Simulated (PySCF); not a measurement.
From computed data to an observable: oscillator strength and radiative lifetime

CH5O, SMILES C[OH2+], charge +1.

Geometry optimised at B3LYP-D3(BJ)/def2-TZVP. The isomer is the one that the SMILES or the coordinates give; other isomers of the formula were not compared.

TDA-ωB97X/def2-TZVPD run with PySCF 2.14.0 puts the first singlet state with f over 0.02 at 12.44 eV (vertical), with the transition dipole (0.269, 0.591, 0.000) in atomic units.

Problem. Find the oscillator strength, the wavelength and the radiative lifetime that this transition would have in vacuum if emission retraced absorption.

Solution. 
|μ|² = 0.4216 au, so |μ| = 1.65 D. ΔE = 12.44/27.211 = 0.4572 hartree. f = (2/3) ΔE |μ|² = 0.129 (the program prints 0.128).
λ = 1239.84/12.44 = 100 nm; ν = 100335 cm⁻¹.
Einstein's coefficient A = 0.6670 ν² f s⁻¹ (ν in cm⁻¹) = 8.6e8 s⁻¹, so τ = 1/A = 1.2 ns. This state is S5; the lower singlets have f = 0.001, 0.005, 0.004, 0.007. The figure is the radiative limit of this one transition; relaxation, internal conversion, crossing to triplets and a medium change what is measured.
